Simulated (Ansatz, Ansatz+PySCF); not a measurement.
```
atom    x (Å)    y (Å)    z (Å)
   C   0.0000   0.0315  -0.6953
   N   0.0000   0.0705   0.7510
   H   0.0000  -0.9776  -1.1599
   H  -0.8819   0.5659  -1.0833
   H   0.8819   0.5659  -1.0833
   H  -0.8127  -0.4182   1.1206
   H   0.8127  -0.4182   1.1206
```

Basis set: def2-SVP (spherical functions). Left uncorrelated: 2 orbitals. Charge 0, multiplicity 1.

Computed with Ansatz (development build ahead of 0.2.0); each method stands on the lowest determinant of its kind that the runs found. Restricted open shells among the atoms or ions are ROHF, correlated in semicanonical orbitals with singles. Restricted functionals stand beside restricted open-shell atoms, which can lie above the unrestricted atoms usual in DFT and then raise those values.

Question: Give the atomization energy at this shape (free ground-state atoms in the same class of orbitals less the molecule, no zero-point energy) of singlet CH₅N by ωB97X (restricted), ωB97X (unrestricted), r²SCAN (restricted), r²SCAN (unrestricted), PBE0 (restricted), PBE0 (unrestricted), PBE (restricted), PBE (unrestricted), RHF-CCSD(T), RHF-MP2, UHF-MP2, RHF, UHF.

Answer:

| method | atomization energy |
| --- | --- |
| ωB97X (restricted) | 583.76 kcal/mol |
| ωB97X (unrestricted) | 580.01 kcal/mol |
| r²SCAN (restricted) | 580.75 kcal/mol |
| r²SCAN (unrestricted) | 577.45 kcal/mol |
| PBE0 (restricted) | 582.71 kcal/mol |
| PBE0 (unrestricted) | 580.84 kcal/mol |
| PBE (restricted) | 590.94 kcal/mol |
| PBE (unrestricted) | 589.49 kcal/mol |
| RHF-CCSD(T) | 549.32 kcal/mol |
| RHF-MP2 | 547.88 kcal/mol |
| UHF-MP2 | 547.39 kcal/mol |
| RHF | 423.22 kcal/mol |
| UHF | 418.41 kcal/mol |
